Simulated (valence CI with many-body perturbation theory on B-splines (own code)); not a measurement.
# E1 line list for Si⁺

Computed by configuration interaction combined with many-body perturbation theory (CI+MBPT): three valence electrons over a frozen Dirac-Fock core [Ne], a basis of 11 s, 11 p, 9 d, 7 f, 5 g, 2 h, 1 i functions for each j, with the one-electron correlation potential Σ1 (screened to all orders), the two-electron term Σ2, the three-electron term Σ3, Breit, model QED; selected single and double excitations, second order for the rest (own B-spline code, finite nucleus).

Against 28 measured levels this calculation errs by 47 cm⁻¹ on average and by 124 at most. These come from a selection out of the NIST Handbook of Basic Atomic Spectroscopic Data. Levels without a partner in it may be off by more.

Lines 101 to 150 of 181 in falling wavelength, among levels below 14.158 eV, chosen from the strongest by gf and those to the six lowest levels. Wavelengths and rates use the calculated energies, so an error of 50 cm⁻¹ moves a line at 261.2 nm by 0.13 % and its rate by three times that or more. Electric multipoles are in the length gauge, E1 and E2 with the static RPA response of the core. Weak lines are less certain than strong ones. Lines between different terms over intervals too small for the method are left out, as are lines whose strength nearly cancels. The highest levels of a list are the least certain.

Names give the largest LS component (configuration and term), which can be under half, so a name can repeat, a term be missing and a line seem to break the LS rules; names also repeat where a configuration has a term twice.

```
λ vac (nm)  λ from measured levels           Upper          Lower   A (s⁻¹)  log gf  Branch %
     261.2                   260.7   3s²5p ²P°_1/2   3s²4s ²S_1/2  5.70e+05   -2.93       1.2
     261.1                   260.5   3s²5p ²P°_3/2   3s²4s ²S_1/2  5.02e+05   -2.69       1.0
     260.6                   261.4   3s²4p ²P°_1/2   3s3p² ⁴P_3/2  1.02e+03   -5.68       0.0
     260.2                   261.0   3s²4p ²P°_3/2   3s3p² ⁴P_3/2  2.48e+01   -7.00       0.0
     259.9                   260.6   3s²4p ²P°_1/2   3s3p² ⁴P_1/2  1.76e+02   -6.45       0.0
     259.5                   260.2   3s²4p ²P°_3/2   3s3p² ⁴P_1/2  9.77e+01   -6.40       0.0
     235.6                   235.1    3s3p² ⁴P_1/2  3s²3p ²P°_3/2  4.86e+03   -5.09      47.4
     235.0                   234.5    3s3p² ⁴P_3/2  3s²3p ²P°_3/2  1.15e+03   -5.42      97.0
     234.1                   233.5    3s3p² ⁴P_5/2  3s²3p ²P°_3/2  2.28e+03   -4.95     100.0
     234.0                   233.5    3s3p² ⁴P_1/2  3s²3p ²P°_1/2  5.40e+03   -5.05      52.6
     233.4                   232.9    3s3p² ⁴P_3/2  3s²3p ²P°_1/2  3.54e+01   -6.94       3.0
     232.0                   231.1  3s3p3d ²D°_3/2   3s²4s ²S_1/2  4.72e+02   -5.82       0.0
     206.8                   207.3   3s²4f ²F°_7/2   3s3p² ²D_5/2  1.43e+08   -0.13      48.0
     206.8                   207.3   3s²4f ²F°_5/2   3s3p² ²D_5/2  9.53e+06   -1.44       3.2
     206.7                   207.3   3s²4f ²F°_5/2   3s3p² ²D_3/2  1.33e+08   -0.29      44.7
     206.6                           3s²6p ²P°_1/2   3s²4s ²S_1/2  3.27e+06   -2.38       6.2
     206.5                           3s²6p ²P°_3/2   3s²4s ²S_1/2  3.17e+06   -2.09       6.1
     205.9                   206.0   3s²5p ²P°_1/2   3s3p² ²D_3/2  2.87e+07   -1.44      59.2
     205.8                   205.9   3s²5p ²P°_3/2   3s3p² ²D_5/2  2.57e+07   -1.18      53.1
     205.8                   205.9   3s²5p ²P°_3/2   3s3p² ²D_3/2  2.87e+06   -2.14       5.9
     205.7                   205.1  3s3p3d ⁴F°_3/2   3s²4s ²S_1/2  1.50e-01   -9.42       0.0
     187.3                   187.1  3s3p3d ²D°_3/2   3s3p² ²D_5/2  7.50e+05   -2.80      15.5
     187.3                   187.0  3s3p3d ²D°_3/2   3s3p² ²D_3/2  4.04e+06   -2.07      83.6
     187.2                   186.9  3s3p3d ²D°_5/2   3s3p² ²D_5/2  4.59e+06   -1.84      93.9
     187.1                   186.9  3s3p3d ²D°_5/2   3s3p² ²D_3/2  2.46e+05   -3.11       5.0
     181.9                   181.7    3s3p² ²D_3/2  3s²3p ²P°_3/2  2.79e+05   -3.26      10.7
     181.9                   181.7    3s3p² ²D_5/2  3s²3p ²P°_3/2  2.35e+06   -2.15     100.0
     181.0                   180.8    3s3p² ²D_3/2  3s²3p ²P°_1/2  2.33e+06   -2.34      89.3
     170.8                   171.1   3s²5f ²F°_7/2   3s3p² ²D_5/2  7.65e+07   -0.57      51.0
     170.8                   171.1   3s²5f ²F°_5/2   3s3p² ²D_5/2  5.12e+06   -1.87       3.4
     170.8                   171.1   3s²5f ²F°_5/2   3s3p² ²D_3/2  7.10e+07   -0.73      47.4
     170.3                           3s²6p ²P°_3/2   3s3p² ²D_5/2  3.25e+07   -1.25      62.7
     170.3                           3s²6p ²P°_1/2   3s3p² ²D_3/2  3.68e+07   -1.49      69.8
     170.3                           3s²6p ²P°_3/2   3s3p² ²D_3/2  3.59e+06   -2.20       6.9
     169.8                   169.7  3s3p3d ⁴F°_3/2   3s3p² ²D_5/2  4.46e+03   -5.11       3.1
     169.7                   169.6  3s3p3d ⁴F°_3/2   3s3p² ²D_3/2  3.22e+04   -4.25      22.5
     165.0                   165.4   3s²4f ²F°_7/2   3s3p² ⁴P_5/2  1.36e+04   -4.35       0.0
     165.0                   165.4   3s²4f ²F°_5/2   3s3p² ⁴P_5/2  9.02e+02   -5.66       0.0
     164.5                   165.0   3s²4f ²F°_5/2   3s3p² ⁴P_3/2  1.98e+03   -5.32       0.0
     164.4                   164.5   3s²5p ²P°_3/2   3s3p² ⁴P_5/2  5.87e+03   -5.02       0.0
     164.0                   164.1   3s²5p ²P°_1/2   3s3p² ⁴P_3/2  1.81e+03   -5.84       0.0
     163.9                   164.1   3s²5p ²P°_3/2   3s3p² ⁴P_3/2  3.99e+01   -7.19       0.0
     163.7                   163.8   3s²5p ²P°_1/2   3s3p² ⁴P_1/2  1.60e-01   -9.89       0.0
     163.6                   163.8   3s²5p ²P°_3/2   3s3p² ⁴P_1/2  1.79e+02   -6.54       0.0
     153.2                   153.3    3s²4s ²S_1/2  3s²3p ²P°_3/2  7.22e+08   -0.29      66.4
     152.6                   152.7    3s²4s ²S_1/2  3s²3p ²P°_1/2  3.65e+08   -0.59      33.6
     152.3                   152.3  3s3p3d ²D°_3/2   3s3p² ⁴P_5/2  1.48e+01   -7.69       0.0
     152.2                   152.2  3s3p3d ²D°_5/2   3s3p² ⁴P_5/2  1.37e+01   -7.54       0.0
     151.9                   151.9  3s3p3d ²D°_3/2   3s3p² ⁴P_3/2  1.94e+03   -5.57       0.0
     151.8                   151.8  3s3p3d ²D°_5/2   3s3p² ⁴P_3/2  1.49e+04   -4.51       0.3
```
